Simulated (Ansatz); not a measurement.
GeI4 (SMILES [I][Ge]([I])([I])[I]), singlet, at a GFN2-xTB geometry (all electrons, no relativity); PBE/STO-3G (Ansatz, an electronic-structure program).

Here is a job for Ansatz.
Ansatz 0.2 input:
```yaml
crystal:
  periodic: [false, false, false]
  atoms:
    - {symbol: I, position_ang: [-0.93737717, 2.25630829, -0.76722226]}
    - {symbol: Ge, position_ang: [-0.00000000, -0.00000000, 0.00000000]}
    - {symbol: I, position_ang: [-1.74843862, -1.82920992, -0.39393718]}
    - {symbol: I, position_ang: [0.56773246, 0.11521228, 2.49452181]}
    - {symbol: I, position_ang: [2.11808334, -0.54231065, -1.33336237]}
basis:
  gaussian:
    orbitals: STO-3G
hamiltonian:
  xc: pbe
accuracy: high
```

It wrote (shortened):

```
Functional definition: PBE
1757 factors; integrals over basis functions are off by at most 1.9e-8 eV
mean field evaluation 1: about -801165.9948 eV, gradient 4.8e2 eV
mean field evaluation 2: about -801572.2612 eV, gradient 7.1e1 eV
mean field evaluation 4: about -801587.7437 eV, gradient 6.2e1 eV
mean field evaluation 8: about -801588.1542 eV, gradient 6.6e1 eV
mean field evaluation 16: about -801692.7329 eV, gradient 2.3e-1 eV
mean field -801692.73346895 eV, -29461.6645481318 hartree, gradient 1.3e-8 eV, S^2 0.000000; 0 other end points of the search recorded, 0 dependent functions left out
reference -801692.73347162 eV, -29461.6645482299 hartree; 122, 122 occupied and 4, 4 virtual orbitals, 1757 factors
Total energy: -801692.73347162 eV, -29461.6645482299 hartree
```
